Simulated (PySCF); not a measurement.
Delta-SCF ions had no search for a lower state. Excitations are Tamm–Dancoff values on a coarser integration grid. The basis has no diffuse functions, so Rydberg states are missing or too high.

Species: HBI2, SMILES `IBI` (charge 0, multiplicity 1).

### Question
What is the computed S1 excitation (TDA), vertical ionisation energy (Delta-SCF) and S1–T1 gap (TDA) (PySCF 2.14.0 with TPSSh-D3(BJ)/def2-TZVP // CAM-B3LYP-D3(BJ)/def2-TZVP)?

### Answer

The S1 excitation (TDA) comes out as 3.78 eV, the vertical ionisation energy (Delta-SCF) comes out as 9.48 eV and the S1–T1 gap (TDA) comes out as 0.17 eV.
